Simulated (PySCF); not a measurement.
Shapes and spin states of OsSCl2

All numbers come from PBE0/[Os def2-SVP with ECP60, S def2-SVP, Cl def2-SVP], scalar-relativistic core potentials, density fitting, no spin–orbit coupling, PySCF.

Relaxations began from a few typed shapes and spin states; open shells are unrestricted. The search is not exhaustive: other isomers or separated fragments can lie lower, and high-lying points may rest on an excited occupation.

Problem. Which is the lowest minimum found?
A. triplet C2v: Os–Cl 2.249 Å (×2), Os–S 2.063 Å; Cl–Os–Cl 149.7°, Cl–Os–S 105.1° (×2)
B. triplet C2v: Os–Cl 2.207 Å (×2), Os–S 2.062 Å; Cl–Os–Cl 133.6°, Cl–Os–S 113.2° (×2)
C. quintet C2v: Os–Cl 2.276 Å (×2), Os–S 2.121 Å; Cl–Os–Cl 100.4°, Cl–Os–S 129.8° (×2)
D. quintet C2v: Os–Cl 2.269 Å (×2), Os–S 2.129 Å; Cl–Os–Cl 155.3°, Cl–Os–S 102.4° (×2)
E. singlet (closed shell, unstable to spin polarisation) C2v: Os–Cl 2.228 Å (×2), Os–S 2.119 Å; Cl–Os–Cl 171.3°, Cl–Os–S 94.3° (×2)
F. singlet (closed shell, unstable to spin polarisation) C2v: Os–Cl 2.211 Å (×2), Os–S 2.022 Å; Cl–Os–Cl 118.1°, Cl–Os–S 120.9° (×2)

Solution. B. The others lie at 35.2 (singlet C2v), 47.7 (quintet C2v), 61.5 (triplet C2v), 70.8 (quintet C2v), 217.6 (singlet C2v) kJ/mol above it.

Formally Os is in oxidation state +4, d4, with 2 unpaired electrons (the high-spin count would be 4). The Mulliken spin on Os is 1.54. The polar-tensor charge on Os, 0.94, is far below the formal one.

For the lowest minimum: open d and f shells are described by one determinant, and the ground state may have another occupation or spin. With an element this heavy the missing spin–orbit coupling can shift these numbers.
